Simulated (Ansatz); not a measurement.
F2H2O2Sn (`[OH][Sn]([OH])([F])[F]`), relaxed with RKS PBE0-D4/def2-TZVP in Ansatz from a PBE-D4/def2-SVP geometry. The force threshold is 0.005 eV/Å; the program also tests the step.

Charge 0, multiplicity 1. Sn: def2 effective core potential.

Start:

```xyz
7

O    -1.397   -1.205   -0.388
Sn    0.012    0.075    0.146
O     1.240    0.309   -1.386
F    -0.715    1.797    0.697
F     0.928   -0.559    1.746
H    -1.859   -1.521    0.416
H     1.791    1.104   -1.231
```

(1) How much energy does the relaxation release, and in how many steps? (Best estimate.)

(2) Which bonds change most? (An estimate is asked.)

(3) Give the relaxed structure. (Estimate.)

Answers

(1) Ansatz gave: 15.24 kJ/mol, in 10 steps, 2 of them rejected.

(2) The calculation gave: Sn2–O3 from 1.977 to 1.922 Å; O1–Sn2 from 1.977 to 1.922 Å; Sn2–F5 from 1.949 to 1.899 Å; Sn2–F4 from 1.949 to 1.899 Å.

(3) Ansatz gave: 
```xyz
7

O    -1.435   -1.079   -0.339
Sn    0.014    0.081    0.160
O     1.295    0.269   -1.260
F    -0.581    1.823    0.625
F     0.787   -0.624    1.744
H    -1.726   -1.634    0.390
H     1.646    1.163   -1.320
```
